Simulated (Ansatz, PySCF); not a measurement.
Te(Br)(SeH) (BrHSeTe), SMILES [SeH][Te]Br. Atoms are numbered in the order given.

```xyz
4

Te    -0.0623    -0.0592     0.8975
Br     1.7287     1.0271    -0.5260
Se    -1.6732    -0.9024    -0.8107
H     -1.0228    -2.2087    -1.0341
```

Geometry optimised at PBE0-D3(BJ)/def2-SVP. The structure was generated by enumeration, and PubChem lists no compound with its InChIKey, so it may never have been made. The def2 effective core potentials stand for the cores of Te; spin–orbit coupling is left out. The values are those of a single conformer.

Two levels are set side by side: PBE-D3(BJ)/def2-SVP (Ansatz, a program for electronic structure) and PBE0-D3(BJ)/def2-SVP (Ansatz). Each level has its own optimised geometry; the coordinates shown are those of the second. Frequencies come from the Hessian of PySCF at each geometry. Differences are taken from unrounded values.

```csv
quantity,PBE0-D3(BJ)
mean bond length (Å),2.168
bond Te1–Br2 (Å),2.533
bond Te1–Se3 (Å),2.495
bond Se3–H4 (Å),1.476
highest harmonic wavenumber (cm⁻¹),2418
mean harmonic wavenumber (cm⁻¹),670
zero-point energy (kcal/mol),5.75
```

Task: What does PBE-D3(BJ) give, and how far is it from PBE0-D3(BJ)? (The exact figures need the calculation; the answer reports its results.)

Result: 
| quantity | PBE-D3(BJ) | PBE-D3(BJ) minus PBE0-D3(BJ) |
|---|---|---|
| mean bond length (Å) | 2.192 | 0.025 |
| bond Te1–Br2 (Å) | 2.567 | 0.034 |
| bond Te1–Se3 (Å) | 2.517 | 0.023 |
| bond Se3–H4 (Å) | 1.493 | 0.017 |
| highest harmonic wavenumber (cm⁻¹) | 2301 | -117 |
| mean harmonic wavenumber (cm⁻¹) | 638 | -32 |
| zero-point energy (kcal/mol) | 5.47 | -0.28 |

GGA bonds tend to be longer and softer than those of functionals with exact exchange. Differences between two approximate levels are no errors against the true value.
